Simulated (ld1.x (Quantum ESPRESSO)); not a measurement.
# Which change was made? (Mn, RRKJ)

| Property | Result |
| --- | --- |
| Element | Mn |
| Generator | ld1.x (Quantum ESPRESSO) 7.5 |
| Type | norm-conserving RRKJ (Kleinman–Bylander form) |
| Functional | revPBE |
| Relativity | fully relativistic |
| Frozen core | [Ne] |
| Valence charge | 15 |
| Reference configuration | 3s2 3p6 3d5.5 4s1.5 4p0 |
| Partial waves | 3s (bound): rc 1.30 bohr; 3p (bound): rc 1.00 bohr; 3d (bound): rc 1.05 bohr |
| Local potential | the d channel |
| Core correction | none |

Open shells are filled in proportion to 2j + 1 (rel_dist='average').

Occupied shells without a wave of their own: 4s. They enter only through the test configuration that unscreens the potential.

Cutoffs, loose and tight: the cutoffs (Ry, on a coarse ladder) from which the occupation-weighted sum of valence levels, in a spherical-Bessel basis at the reference potential, stays within 10 and 1 mRy of its value at 400 Ry. They do not see the model core or the augmentation charge, which bear on the density cutoff. Test errors are all-electron minus pseudo excitation energies from the reference, over the configurations 3s2 3p6 3d5 4s2 4p0; 3s2 3p6 3d5 4s1 4p0; 3s2 3p6 3d5 4s0 4p0; 3s2 3p6 3d5 4s0 4p2; 3s2 3p6 3d6 4s1 4p0; 3s2 3p6 3d5 4s1.5 4p0; 3s2 3p6 3d4 4s2 4p0; variants that change the core or the reference have their own tests.

The base gives: outcome: generated, misses its reference levels by 0.70 eV; bound ghosts: not determined; largest test error (meV): -2147.

Q: After one change the result is: outcome: generated, misses its reference levels by 0.84 eV; bound ghosts: not determined; largest test error (meV): -7497. Which change was it?
A. wave 3d (bound): rc 1.05 bohr becomes 3d (bound): rc 1.12 bohr
B. reference 3s2 3p6 3d5 4s2 4p0
C. functional PBE
D. reference 3s2 3p6 3d5 4s1 4p1

A: B. The others give: functional PBE → outcome: generated, misses its reference levels by 0.71 eV; bound ghosts: not determined; largest test error (meV): -2196 | wave 3d (bound): rc 1.05 bohr becomes 3d (bound): rc 1.12 bohr → outcome: generated, misses its reference levels by 0.53 eV; bound ghosts: not determined; largest test error (meV): -1646 | reference 3s2 3p6 3d5 4s1 4p1 → outcome: generated, misses its reference levels by 0.93 eV; bound ghosts: not determined; largest test error (meV): -3751.
